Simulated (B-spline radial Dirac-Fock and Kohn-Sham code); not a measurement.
**Total and shell-resolved photoionisation of Tc⁷⁺**

System: Tc⁷⁺, configuration [Ar] 3d10 4s2 4p6.

Input file task.json (cfg lists n, l and occupation; rrms is the nuclear radius in fm):

```json
{"items": [{
  "Z": 43,
  "q": 7,
  "cfg": [[1, 0, 2], [2, 0, 2], [2, 1, 6], [3, 0, 2], [3, 1, 6], [3, 2, 10], [4, 0, 2], [4, 1, 6]],
  "A": 97,
  "rrms": 4.4112,
  "do": ["binding", "quiet", "photo", "scan"],
  "hv": [100, 150, 172.0, 232.0, 300, 374.0, 413.0, 2984.4, 4000, 9251.7, 12000, 14000.0, 16500.0, 17479.3, 25200.0, 69600.0]
}]}
```

Run with: `python xray_run.py task.json out`

Model: the independent-particle Dirac-Slater model, thresholds from Dirac-Fock. Program: a B-spline atomic structure program.

Computed thresholds (eV): K 21170.4, L1 3176.4, L2 2922.4, L3 2805.9, M1 672.4, M2 574.3, M3 554.2, M4 381.1, M5 377.4, N1 187.5, N2 153.4, N3 149.9.

```csv
photon energy (eV),total (b),K (%),L (%),M (%),N (%)
172,512000,–,–,–,100.0
232,571900,–,–,–,100.0
300,422000,–,–,–,100.0
374,308600,–,–,–,100.0
413,3.755e+06,–,–,92.9,7.1
2984.4,309400,–,79.6,18.1,2.3
4000,170100,–,82.4,15.4,2.2
9251.7,18290,–,82.6,14.9,2.5
12000,8919,–,82.5,14.9,2.6
14000,5801,–,82.5,14.9,2.7
16500,3661,–,82.4,14.9,2.7
17479.3,3113,–,82.4,14.9,2.7
25200,7588,85.5,12.0,2.2,0.4
69600,453.5,87.3,10.5,1.9,0.4
```

Q: With what power of the photon energy does the total fall between 25200 and 69600 eV?

A: As E^-2.77. The non-relativistic Born limit for an s electron far above threshold is E^-3.5; near threshold and at relativistic energies the fall is slower.
